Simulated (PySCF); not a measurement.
PdOCl₂ (triplet). Level of theory: PySCF, UB3LYP, basis Pd def2-SVP with ECP28, O def2-SVP, Cl def2-SVP (scalar-relativistic core potentials, no spin–orbit coupling, density fitting).

Harmonic bands of its minimum:

| ω (cm⁻¹) | IR (km/mol) |
| --- | --- |
| 94 | 1.5 |
| 156 | 4.6 |
| 162 | 6.5 |
| 352 | 10.7 |
| 381 | 25.3 |
| 723 | 7.2 |

Q: The central atom is Pd. Infer the point group and assign the bands.

A: Cs. The modes span 5a' + a'': 94 a', 156 a'', 162 a', 352 a', 381 a', 723 a'. The computed geometry has Pd–Cl 2.245 Å, Pd–Cl 2.266 Å, Pd–O 1.768 Å; Cl–Pd–Cl 103.6°, Cl–Pd–O 99.7°, Cl–Pd–O 156.7°.

Other isomers or separated fragments may lie lower. Other spin states or occupations of the open shell can lie lower.
